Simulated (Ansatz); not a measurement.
Geometry optimisation, RKS PBE0-D4/def2-SVP (Ansatz 0.2.0).

Input:

```yaml
crystal:
  periodic: [false, false, false]
  atoms:
    - { symbol: "N", position_ang: [0.0546, 1.57187, -0.68832] }
    - { symbol: Si, position_ang: [0.80329, 0.0923, -0.17117] }
    - { symbol: F, position_ang: [1.11366, -0.58512, -1.621] }
    - { symbol: Al, position_ang: [-0.69972, -1.44459, 1.02108] }
    - { symbol: H, position_ang: [-0.48778, 1.57068, -1.53628] }
    - { symbol: H, position_ang: [-0.34982, 2.19671, -0.01306] }
    - { symbol: H, position_ang: [0.77295, -1.00887, 1.13503] }
    - { symbol: H, position_ang: [-0.65315, -3.00957, 0.94458] }
    - { symbol: H, position_ang: [-1.93991, -0.89083, 1.80698] }
basis:
  gaussian: { orbitals: def2-SVP }
hamiltonian:
  xc: pbe0
  dispersion: d4
relax:
  f_tol: 0.02
  max_steps: 50
output:
  orbitals: {}
```

Command:

```bash
$ ansatz run input.yaml --threads 2 --pin off --max-ram 3072MiB --backend cpu --events-out ev --progress --plain --runs-dir out
```

**Question.** Where does it end, and by what steps?

**Answer.** The forces met the threshold. After 18 steps the energy has fallen by 4.824 eV; H8 moved furthest, 1.44 Å. Joined: N1–Al4.

| step | energy less start (eV) | largest force component (eV/Å) | accepted |
| --- | --- | --- | --- |
| 0 | 0.0000 | 3.866 | yes |
| 1 | -1.4788 | 2.700 | yes |
| 2 | -2.4303 | 1.397 | yes |
| 3 | -2.8365 | 1.316 | yes |
| 4 | -3.0802 | 0.671 | yes |
| 5 | -3.2323 | 0.794 | yes |
| 6 | -3.3045 | 0.167 | yes |
| 7 | -3.3637 | 0.301 | yes |
| 8 | -3.4683 | 0.346 | yes |
| 9 | -3.6116 | 0.466 | yes |
| 10 | -3.8845 | 0.808 | yes |
| 11 | -4.2413 | 1.138 | yes |
| 12 | -4.4806 | 1.589 | yes |
| 13 | -4.7406 | 0.460 | yes |
| 14 | -4.7987 | 0.290 | yes |
| 15 | -4.8186 | 0.214 | yes |
| 16 | -4.8221 | 0.122 | yes |
| 17 | -4.8236 | 0.037 | yes |
| 18 | -4.8239 | 0.013 | yes |

```xyz
9
Properties=species:S:1:pos:R:3
N -0.440 0.677 -0.347
Si 1.461 0.400 -0.036
F 1.569 -0.604 -1.350
Al -0.823 -0.837 0.819
H -0.643 0.532 -1.339
H -0.781 1.601 -0.083
H 0.926 -0.832 1.015
H -1.254 -2.117 -0.006
H -1.401 -0.327 2.205
```

The run took 35 s on 2 threads of Arm Neoverse V2, on a shared host, peak memory 0.17 GiB.
